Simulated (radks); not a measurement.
Ionisation of the niobium ion Nb+, [Kr] 4d4, to [Kr] 4d3 as the strength of local exchange is varied. Calculated with a radial shooting solver on a logarithmic mesh with Libxc functionals: scalar-relativistic Kohn-Sham, Slater X-alpha exchange (alpha = 2/3 is LDA exchange), no correlation, spin-polarised, spherical densities, finite nucleus; open shells are filled with parallel spins first (spin-orbit coupling, left out, can overturn this in heavy ions); Fermi nuclear charge, rms radius 4.324 fm.

alpha  E(Nb+) (hartree)  exchange (hartree)  IE (eV)  -e of the level emptied (eV)  <r> of it (bohr)
0.571       -3795.73674           -94.45293   12.868                    8.421 (4d)             2.167
0.643       -3807.68352          -106.69643   13.800                    9.210 (4d)             2.102
0.667       -3811.67409          -110.79416   14.121                    9.484 (4d)             2.081
0.806       -3834.86785          -134.68923   16.080                   11.179 (4d)             1.971
0.819       -3837.04418          -136.93816   16.272                   11.347 (4d)             1.961
0.845       -3841.40047          -141.44325   16.660                   11.688 (4d)             1.943
0.848       -3841.90343          -141.96369   16.706                   11.728 (4d)             1.941
1.003       -3867.97789          -169.02743   19.148                   13.901 (4d)             1.838

NIST Atomic Spectra Database: 14.320 eV (semi-empirical). The Delta-SCF value meets it near alpha = 0.68. Open shells are spherical and high-spin; term and fine-structure splittings are not resolved.
